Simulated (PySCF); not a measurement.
# LiI: calculation against experiment

**Experimental background.**

From Liu, Meijer, Perez-Rios, Phys. Chem. Chem. Phys. 22 (2020) 24191, for the gas: dipole moment 7.4285 D.

How close the calculation comes is told at the end.

Species: LiI.
Numbering: `[Li:1][I:2]`

Geometry (PBE0-D3(BJ)/def2-SVP, Å), atoms numbered from 1 in this order:
```
atom  x, y, z in Å
Li1    1.2007   -0.0277    0.0009
I2    -1.1832   -0.0012   -0.0130
```

The PySCF runs (gas phase, on this PBE0-D3(BJ)/def2-SVP geometry; no spin–orbit coupling):

| level | job | basis functions | wall time |
| --- | --- | --- | --- |
| PBE0-D3(BJ)/def2-SVP, grid level 1 | geometry optimisation from a GFN2-xTB start shaken at random | 35 | 1.9 s |

Hardware: one thread of an Intel Xeon Platinum 8488C, no GPU (shared host).

Atoms past Kr carry def2 core potentials in the def2 sets.

## Comparison

**Dipole moment.** Measured: 7.4285 D (Liu, Meijer, Perez-Rios, Phys. Chem. Chem. Phys. 22 (2020) 24191).

```
               level  computed (D)  computed − measured (D)  % (from the printed values)
PBE0-D3(BJ)/def2-SVP         7.313                   -0.115                           -2
```

The computed dipoles belong to one fixed geometry; measured ones are averaged over vibrations unless marked μe. Magnitudes are compared, not signs.

No measured geometry was used, and the causes of the misses weren't examined.
